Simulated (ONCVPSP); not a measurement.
**Cd: ONCV pseudisation with BLYP, fully relativistic reference atom.**

ONCVPSP 4.0.1 input, shortened (lines: element, Z, core and valence counts, functional; n l f; lmax; l rc ep ncon nbas qcut; lloc lpopt rc5 dvloc0; l nproj debl; icmod fcfact rcfact), BLYP, fully relativistic:

```
  Cd 48.00    6    4  -106131      upf
    1    0    2.00
    2    0    2.00
    2    1    6.00
    3    0    2.00
    3    1    6.00
    3    2   10.00
    4    0    2.00
    4    1    6.00
    4    2   10.00
    5    0    2.00
    2
    0    1.88    0.00    4    8    7.00
    1    1.30    0.00    4    8    8.00
    2    1.56    0.00    4    8    7.40
    4    5    1.22    0.00
    0    2    2.10
    1    3    3.80
    2    2    1.80
    0    0.00    0.00
```

Open shells are filled in proportion to 2j + 1.

Poles of the logarithmic derivatives, all-electron (AE) and pseudo (PS). s: poles at -3.8, 3.1 (AE) and -3.8, 3.0 (PS) Ha. p3/2: poles at -0.9 (AE) and -0.9 (PS) Ha. p1/2: poles at -1.3 (AE) and -1.3 (PS) Ha. d5/2: poles at 0.6 (AE) and 0.6 (PS) Ha. d3/2: poles at 0.5 (AE) and 0.5 (PS) Ha. Test radii: s 1.91, p3/2 1.32, p1/2 1.32, d5/2 1.59, d3/2 1.59 bohr.

* Cutoffs needed: 27 Ha and 85 Ha (the cutoffs (Ha) at which the residual kinetic energy of the hardest occupied pseudo-wave falls to 1 and 0.1 mHa per electron)
* Ghost test: no bound ghost flagged; no localised positive-energy state flagged
* Largest excitation error: -2.0 meV (all-electron minus pseudo) for 4s2 4p6 4d10 5s0, out of 4 test configurations
